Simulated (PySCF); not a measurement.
Spectra and structures to be paired. Method used: TDDFT PBE0/def2-SVPD, vertical, gas phase, core orbitals frozen in the response (PySCF). Geometries: GFN2-xTB; one conformer of each isolated species. Triplets are in the Tamm–Dancoff approximation. Ions are computed without counter-ions or solvent.

A. `CC(C)[SiH](P)P`
B. `C=C/C(=C\F)OC(F)F`
C. `C[Si](C)(C)OC=O`
D. `FC1=C[S+]=CC(F)=C1`

Lowest singlet levels (six at most, fewer where fewer were computed) with oscillator strengths:

1. 275 nm (f 0.067); 241 nm (f 0.063); 203 nm (f 0.006); 186 nm (f 0.000); 184 nm (f 0.348); 181 nm (f 0.269); T1 2.96 eV
2. 207 nm (f 0.005); 196 nm (f 0.013); 194 nm (f 0.022); 190 nm (f 0.044); 187 nm (f 0.169); 185 nm (f 0.103); T1 5.44 eV
3. 213 nm (f 0.001); 165 nm (f 0.041); 164 nm (f 0.005); 160 nm (f 0.036); 156 nm (f 0.059); 153 nm (f 0.053); T1 5.25 eV
4. 222 nm (f 0.457); 187 nm (f 0.007); 182 nm (f 0.130); 181 nm (f 0.007); 172 nm (f 0.014); 164 nm (f 0.001); T1 3.13 eV

Task: Which spectrum belongs to which structure?

Result: 1 = D, 2 = A, 3 = C, 4 = B.
- A: S1 at 6.00 eV, HOMO→LUMO (90%); Löwdin shares by element: HOMO phosphorus 52% or more, silicon 13%, carbon 9% or more, hydrogen 6% or more (atoms not listed hold the other 19%); LUMO phosphorus 48%, silicon 23%, hydrogen 7% or more (atoms not listed hold the other 21%); HOMO -7.28 and LUMO 0.02 eV.
- B: S1 at 5.59 eV, HOMO→LUMO (94%); Löwdin shares by element: HOMO carbon 75% or more (atoms not listed hold the other 25%); LUMO carbon 80% or more (atoms not listed hold the other 20%); HOMO -7.12 and LUMO -1.32 eV.
- C: S1 at 5.83 eV, HOMO→LUMO (97%); S1 has the pattern of n→π* at C=O; HOMO -8.19 and LUMO 0.02 eV; point group Cs.
- D: S1 at 4.51 eV, HOMO→LUMO (92%); Löwdin shares by element: HOMO carbon 73% or more (atoms not listed hold the other 27%); LUMO carbon 55% or more, sulfur 27% (atoms not listed hold the other 18%); HOMO -13.76 and LUMO -8.57 eV; point group C2v, 1 of its 6 listed states under f = 0.0005.
